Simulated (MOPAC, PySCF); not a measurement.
C$_{9}$H$_{10}$SSi, SMILES `c12ccc(c(c1ccs2)C)[SiH3]`, neutral singlet in the gas phase. 

Z-matrix (Å, degrees):
```
C
C 1 1.4085
C 2 1.4158 1 119.94
C 3 1.3897 2 122.05 1 0.01
H 4 1.0918 3 120.99 2 179.99
H 3 1.0931 4 118.64 5 -0.02
C 4 1.3978 5 121.11 3 -180.00
C 1 1.4160 2 118.84 3 0.01
C 8 1.4455 1 129.44 2 179.99
C 9 1.3615 8 113.08 1 179.99
H 10 1.0892 9 127.41 8 -179.99
H 9 1.0894 10 122.66 11 0.02
C 1 1.5094 2 120.40 3 179.98
H 13 1.0968 1 112.67 2 179.69
H 13 1.1028 14 107.43 12 123.22
H 13 1.1028 14 107.45 15 114.68
S 10 1.7458 11 119.36 9 -179.99
Si 2 1.8819 1 121.46 8 179.99
H 18 1.4910 2 108.60 1 179.84
H 18 1.4941 19 108.87 6 121.92
H 18 1.4941 19 108.85 20 116.45
```
Charge 0, spin multiplicity 1.

All levels are single points at this geometry (B3LYP-D3(BJ)/def2-SVP); Pople sets use spherical d functions. Orbital energies aren't observables, and empty levels follow the basis.

BP86/6-31G* in PySCF gives gap (eV) = 3.74.

### Question
Estimate the gap (eV) from each of these levels: M06-2X/def2-TZVP in PySCF; PBE-D3(BJ)/def2-TZVP in PySCF; B3LYP/6-311+G** in PySCF; HF/3-21G in PySCF; HF/STO-3G in PySCF; AM1 in MOPAC; PM3 in MOPAC; PM7 in MOPAC.

### Answer

```tsv
level	gap (eV)
M06-2X/def2-TZVP in PySCF	7.11
PBE-D3(BJ)/def2-TZVP in PySCF	3.63
B3LYP/6-311+G** in PySCF	5.00
HF/3-21G in PySCF	10.98
HF/STO-3G in PySCF	12.22
AM1 in MOPAC	8.23
PM3 in MOPAC	8.18
PM7 in MOPAC	7.93
```
